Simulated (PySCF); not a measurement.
Isomers of CH6OSi. Isolated molecules, 0 K electronic values unless said otherwise. One relaxed conformer stands for each flexible species; it need not be the lowest. Strings in code marks are SMILES.

Method: B3LYP-D3(BJ)/def2-TZVP (PySCF). All candidates: neutral, multiplicity 1. B3LYP has the VWN-RPA correlation part, as in Gaussian. 

```yaml
HOMO–LUMO gap: 7.50 eV
HOMO: -7.36 eV
```

Say which member has these values.
A) `CO[SiH3]`
B) `OC[SiH3]` (H–O–C–Si torsion 61°)
C) `C[SiH2]O` (C–Si–O–H torsion 69°)

B, `OC[SiH3]` (H–O–C–Si torsion 61°). The others give `CO[SiH3]`: 8.02 eV, -7.95 eV; `C[SiH2]O` (C–Si–O–H torsion 69°): 8.36 eV, -8.19 eV
